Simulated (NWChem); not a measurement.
System meant: BH$_{2}$I; SMILES BI

Here is an NWChem input.

```
start job
memory heap 200 mb stack 900 mb global 1100 mb
geometry units angstroms noautoz
  B      0.000000     0.000000    -1.827044
  H      0.000000     1.062647    -2.388074
  H      0.000000    -1.062647    -2.388074
  I      0.000000     0.000000     0.277358
end
basis spherical
  * library def2-svp
end
ecp
  I library def2-ecp
end
dft
  xc xpbe96 cpbe96
  iterations 4
  mulliken
end
task dft energy
```

End of the output:

```
    Atom       Charge   Shell Charges
 -----------   ------   -------------------------------------------------------
    1 B    5     5.19   1.97  0.62  0.33  1.32  0.86  0.10
    2 H    1     1.02   0.64  0.35  0.04
    3 H    1     1.02   0.64  0.35  0.04
    4 I   25    24.77   1.25  0.73  1.04  0.74  2.77  3.18  2.50  2.50  9.47  0.57

 center of mass
 --------------
 x =   0.00000000 y =   0.00000000 z =   0.11384550

 moments of inertia (a.u.)
 ------------------
         212.584522876795           0.000000000000           0.000000000000
           0.000000000000         204.456389239082           0.000000000000
           0.000000000000           0.000000000000           8.128133637713

     Multipole analysis of the density
     ---------------------------------

     L   x y z        total         alpha         beta         nuclear
     -   - - -        -----         -----         ----         -------
     0   0 0 0     -0.000000    -16.000000    -16.000000     32.000000

     1   1 0 0     -0.000000     -0.000000     -0.000000      0.000000
     1   0 1 0      0.000000      0.000000      0.000000      0.000000
     1   0 0 1     -0.006607      6.986801      6.986801    -13.980208

     2   2 0 0    -24.837366    -12.418683    -12.418683      0.000000
     2   1 1 0     -0.000000     -0.000000     -0.000000      0.000000
     2   1 0 1      0.000000      0.000000      0.000000      0.000000
     2   0 2 0    -25.994560    -17.029793    -17.029793      8.065025
     2   0 1 1      0.000000      0.000000      0.000000      0.000000
     2   0 0 2    -24.182302    -66.029172    -66.029172    107.876042

 ------------------------------------------------------------------------
 dft energy failed                                                                                  0
 ------------------------------------------------------------------------
 ------------------------------------------------------------------------
  current input line :
    20: task dft energy
 ------------------------------------------------------------------------
 ------------------------------------------------------------------------
 This type of error is most commonly associated with calculations not reaching convergence criteria
 ------------------------------------------------------------------------
 For more information see the NWChem manual at https://nwchemgit.github.io

0:dft energy failed:Received an Error in Communication
```

Problem. Can this run be used? If not, why, and what is the fix?

Solution. Convergence was not reached. Cause: the SCF was allowed too few iterations. This input runs:
```
start job
memory heap 200 mb stack 900 mb global 1100 mb
geometry units angstroms noautoz
  B      0.000000     0.000000    -1.827044
  H      0.000000     1.062647    -2.388074
  H      0.000000    -1.062647    -2.388074
  I      0.000000     0.000000     0.277358
end
basis spherical
  * library def2-svp
end
ecp
  I library def2-ecp
end
dft
  xc xpbe96 cpbe96
  iterations 150
  mulliken
end
task dft energy
```
It converges to -323.66412 Ha (PBE/def2-SVP with def2 effective core potentials on I).
